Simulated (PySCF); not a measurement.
Species: C4H4F6OSi.
Z-matrix (Å and degrees, GFN2-xTB geometry), rows numbered from 1:
```
O 
Si  1  1.6012
C   2  1.9220  1  104.39
F   3  1.3413  2  112.25  1    62.99
F   3  1.3453  2  111.59  1  -177.79
F   3  1.3405  2  113.39  1   -57.55
C   2  1.8735  1  131.22  3   151.98
C   7  1.5647  2   65.85  1   107.07
C   8  1.4867  2  116.36  7   105.73
F   9  1.3430  8  113.91  2  -141.98
F   9  1.3569  8  112.06  2   -22.31
F   9  1.3415  8  112.76  2    96.73
H   1  0.9584  2  125.06  3   173.12
H   7  1.0809  2  122.21  8   104.44
H   7  1.0814  2  120.61  8  -105.63
H   8  1.0824  2  126.41  7  -105.76
```

Method used: PBE0/pcSseg-1 in PySCF (dipole) on a GFN2-xTB geometry, gas phase.

Take the most abundant isotopes and a rigid rotor. The values belong to one conformer with, in the numbering `[OH:1][Si@@:2]1([C:3]([F:4])([F:5])[F:6])[CH2:7][C@H:8]1[C:9]([F:10])([F:11])[F:12]`, H–O1–Si2–C3 173°.

Give the principal moments of inertia and the rotational constants in GHz.

Ia = 310.04, Ib = 1150.07, Ic = 1189.43 u·Å²; 505379 MHz·u·Å²/I gives 1630, 439.4 and 424.9 MHz, that is A = 1.6301, B = 0.4394, C = 0.4249 GHz.

What kind of rotor is it?

A near-prolate asymmetric top; Ray's κ = -0.976.

Is it planar, by Δ = Ic − Ia − Ib?

Not planar: Δ = Ic − Ia − Ib = -270.68 u·Å². For a rigid frame Δ = −2 Σ m c², so Σ m c² = 135.34 u·Å² lies off the ab plane: 8.77 from hydrogen and 126.57 from heavier atoms. The atom farthest from that plane is 2.21 Å away.

Give the coordinates in the principal-axis frame, origin at the centre of mass.

The sense of each axis is arbitrary; atoms in the order of the calculation.
```csv
atom,mass (u),a (Å),b (Å),c (Å)
O1,15.995,0.492,-1.934,-0.275
Si2,27.977,0.485,-0.338,-0.394
C3,12.000,2.248,0.190,0.160
F4,18.998,3.201,-0.288,-0.654
F5,18.998,2.387,1.528,0.161
F6,18.998,2.564,-0.225,1.395
C7,12.000,-0.489,0.813,-1.506
C8,12.000,-0.959,0.816,-0.013
C9,12.000,-2.279,0.169,0.208
F10,18.998,-3.314,0.856,-0.303
F11,18.998,-2.346,-1.062,-0.359
F12,18.998,-2.555,-0.016,1.508
H13,1.008,-0.274,-2.498,-0.392
H14,1.008,-0.091,1.759,-1.847
H15,1.008,-1.211,0.420,-2.208
H16,1.008,-0.905,1.761,0.512
```

List the rotational levels J(Ka,Kc) to J = 3 (MHz).

Above 0(0,0):
J = 1: 1(0,1) 864, 1(1,1) 2055, 1(1,0) 2069
J = 2: 2(0,2) 2593, 2(1,2) 3769, 2(1,1) 3813, 2(2,1) 7385, 2(2,0) 7385
J = 3: 3(0,3) 5185, 3(1,3) 6340, 3(1,2) 6427, 3(2,2) 9978, 3(2,1) 9978, 3(3,1) 15967, 3(3,0) 15967

Which types of transition are allowed, and where do some lines up to J = 3 fall?

The dipole components are |μa| = 0.83 D, |μb| = 0.33 D, |μc| = 1.48 D. Intensities carry the squares of the components, which stand as 0.31 : 0.05 : 1.00 (a : b : c). Some lines, for components of 0.1 D or more:

```
type  branch         J(Ka,Kc)   MHz  lower level (cm⁻¹)
   b       R  2(0,2) ← 1(1,1)   538               0.069
   b       Q  1(1,0) ← 1(0,1)  1205               0.029
   b       Q  3(1,2) ← 3(0,3)  1242               0.173
   a       R  2(1,2) ← 1(1,1)  1714               0.069
   b       R  1(1,1) ← 0(0,0)  2055               0.000
   b       R  2(1,2) ← 1(0,1)  2905               0.029
   c       Q  3(2,2) ← 3(1,2)  3550               0.214
   b       Q  2(2,1) ← 2(1,2)  3615               0.126
   b       Q  3(2,2) ← 3(1,3)  3637               0.211
   b       R  3(1,3) ← 2(0,2)  3747               0.086
   b       R  2(2,1) ← 1(1,0)  5315               0.069
   c       R  2(2,0) ← 1(1,0)  5315               0.069
   b       R  3(2,2) ← 2(1,1)  6165               0.127
   c       R  3(3,0) ← 2(2,0)  8582               0.246
   b       R  3(3,0) ← 2(2,1)  8583               0.246
```

Estimate the classical rotational partition function at 200 K, 298.15 K and 500 K.

Point group C1, symmetry number σ = 1; q = (√π/σ)·√((kT/h)³/(ABC)), k/h = 20836.6 MHz/K: 864000 at 200 K, 1570000 at 298.15 K, 3420000 at 500 K.

Whether it is a minimum is left open (no frequencies). Constants of a rigid frame at the computed geometry: no zero-point averaging, no centrifugal distortion.

Time: 46 s of wall time. Hardware: an Arm Neoverse V2 with one thread, no GPU (shared host). This is the PBE0/pcSseg-1 job that gave the dipole, with the shieldings it also computed.
